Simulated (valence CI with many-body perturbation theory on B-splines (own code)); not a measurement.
How close is CI+MBPT for Br III?

Computed by configuration interaction combined with many-body perturbation theory (CI+MBPT): five valence electrons over a frozen Dirac-Fock core [Ar] 3d10, radial functions for each j: 11 s, 11 p, 10 d, 8 f, 5 g, 2 h, with the one-electron correlation potential Σ1 (screened to all orders), the two-electron term Σ2, the three-electron term Σ3, Breit, model QED; selected single and double excitations, second order for the rest, scaled by the run's own slope (own B-spline code, finite nucleus).

Set against measurement, 16 paired levels are off by 915 cm⁻¹ on average, the worst by 3154. These come from a selection out of Moore, Atomic Energy Levels, vol. II, NSRDS-NBS 35 (1971 reprint of NBS Circular 467, 1952), an old analysis. Levels without a partner in it may be off by more. Among the levels kept, up to 4100 cm⁻¹ of a level comes from second order outside the variational space, and about a tenth of that is noise between levels of different J, which matters for small intervals. 4 measured levels below the end of the list, from 147558 cm⁻¹ on, found no clear computed partner.

Measured levels: Moore, Atomic Energy Levels, vol. II, NSRDS-NBS 35 (1971 reprint of NBS Circular 467, 1952). Pairs share parity and J, and are chosen by configuration, term and nearness in energy; levels without a clear partner are left out. The analysis is old, and some levels have since been revised. Energies in cm⁻¹ above the measured ground level.

Names give the largest LS component (configuration and term), which can be under half, so a name can repeat, a term be missing and a line seem to break the LS rules; names also repeat where a configuration has a term twice. Letters in brackets count levels of one name in rising energy.

```tsv
Computed label	Label in the source	Measured	Computed	Difference
4s²4p³ ⁴S°_3/2	4s2 4p3 4S°	0	0.0	0
4s²4p³ ²P°_1/2	4s2 4p3 2P°	26915	27334.8	+420
4s²4p³ ²P°_3/2	4s2 4p3 2P°	28579	28777.1	+198
4s²4p²4d ⁴F_5/2	4s2 4p2(?) 4d	141996.6	140494.8	-1502
4s²4p²4d ⁴D_3/2	4s2 4p2(?) 4d	145174.6	146114.0	+939
4s²4p²5s ⁴P_1/2	4s2 4p2(3P) 5s 4P	145416.9	145343.6	-73
4s²4p²5s ⁴P_3/2	4s2 4p2(3P) 5s 4P	147670.4	147611.2	-59
4s²4p²5s ⁴P_5/2	4s2 4p2(3P) 5s 4P	150259.8	150193.0	-67
4s²4p²5p ⁴D°_5/2	4s2 4p2(3P) 5p 4D°	175910.4	175713.9	-196
4s²4p²5p ⁴P°_1/2	4s2 4p2(3P) 5p 4P°	176670.6	177584.2	+914
4s²4p²5p ⁴D°_7/2	4s2 4p2(3P) 5p 4D°	178322.5	178121.7	-201
4s²4p²5p ⁴S°_3/2	4s2 4p2(3P) 5p 4S°	182017.8	180078.3	-1939
4s²4p²5d ⁴F_5/2	4s2 4p2(?) 5d	209006.1	212160.0	+3154
4s²4p²5d ⁴F_3/2	4s2 4p2(?) 5d	212451.6	211435.0	-1017
4s²4p²6s ⁴P_3/2	4s2 4p2(3P) 6s 4P	213015.3	212305.8	-709
4s²4p²5d ⁴P_5/2	4s2 4p2(?) 5d	215470.3	218168.5	+2698
4s²4p²6s ⁴P_5/2 [b]	4s2 4p2(3P) 6s 4P	215924.1	215366.8	-557
```

Over 16 excited levels the mean absolute difference is 915 cm⁻¹, the median 633 and the largest 3154. The comparison draws on a selection of the measured levels: 17 of the 131 computed ones have a partner in it, and others may be off by more.

These 4 measured levels below the end of the computed list are not counted above. Beside each stands the unpaired computed level of its name, or else the nearest of its J and parity; the gap is either an error of the method or a doubtful assignment.

```
Label in the source    J  Measured        Unpaired level  Computed
      4s2 4p2(?) 4d  3/2    147558       4s²4p²5s ²P_3/2    153827
      4s2 4p2(?) 4d  5/2    150918       4s²4p²4d ⁴D_5/2    147295
      4s2 4p2(?) 4d  3/2    151063       4s²4p²5s ²P_3/2    153827
 4s2 4p2(3P) 5p 4P°  3/2    178130  4s²4p²5p ²D°_3/2 [b]    177945
```
